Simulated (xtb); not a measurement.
Input for xtb: GFN2-xTB on BiClFH3 (a complex), monomers drawn apart or pushed together.

```
$ xtb mol.xyz --gfn 2 --sp --chrg 0 --uhf 0
6

Cl     1.84301533    -0.75688818     1.44602340
Bi     0.26125346     0.58006264     0.01951290
H     -0.56858731    -0.88407077    -0.61333565
H      1.38252755     0.53930461    -1.39424110
F     -0.68629046    -0.53860904     2.77167208
H      0.20436985    -0.76024505     2.56828913
```

Task: Give the final energy of this run.

Result: -13.1969 hartree.
